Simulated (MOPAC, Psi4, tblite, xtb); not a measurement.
Dimer C3H8 ··· H3Al (SMILES CCC and [AlH3]), singlet at R = 2.90 Å between the centres of mass, closest contact 2.37 Å (lowest of the rigid-body minima from ten starts at GFN2-xTB). Geometry in Å and degrees:

```
C
H 1 1.0941
H 1 1.0941 2 106.13
C 1 1.5265 2 109.44 3 -117.99
H 4 1.0916 1 111.60 2 57.96
H 4 1.0929 5 107.78 1 122.13
H 4 1.0929 5 107.77 6 115.74
C 1 1.5265 2 109.44 3 117.99
H 8 1.0916 1 111.60 2 -57.95
H 8 1.0929 9 107.78 1 122.13
H 8 1.0929 9 107.77 10 115.74
Al 2 2.3724 1 111.67 3 178.89
H 12 1.5802 2 76.18 1 -115.81
H 12 1.5802 13 120.00 2 -116.84
H 12 1.5802 13 120.00 2 63.16
```

- GFN2-xTB (tblite)
- SAPT0/jun-cc-pVDZ, frozen core (Psi4)
- B3LYP/def2-TZVP, counterpoise-corrected (Psi4)
- B3LYP-D3(BJ)/def2-TZVP, counterpoise-corrected (Psi4)
- HF/aug-cc-pVDZ, counterpoise-corrected (Psi4)
- MP2/aug-cc-pVDZ = DF-MP2/aug-cc-pVDZ, frozen core, counterpoise-corrected run with Psi4 1.11
- SCS-MP2/aug-cc-pVDZ = DF-SCS-MP2/aug-cc-pVDZ, frozen core, counterpoise-corrected (Psi4 1.11)
- PM7, restricted, heats of formation (MOPAC)
- AM1, restricted, heats of formation (MOPAC)
- GFN1-xTB (xtb)

Q: What interaction energy does each level give?

A: 
| method | E_int / kJ/mol |
|---|---|
| PM7 | -79.60 |
| GFN2-xTB | -39.47 |
| GFN1-xTB | -26.10 |
| AM1 | -11.40 |
| B3LYP-D3(BJ)/def2-TZVP | -2.36 |
| MP2/aug-cc-pVDZ | 4.81 |
| SAPT0/jun-cc-pVDZ | 7.03 |
| SCS-MP2/aug-cc-pVDZ | 11.21 |
| B3LYP/def2-TZVP | 16.16 |
| HF/aug-cc-pVDZ | 30.16 |
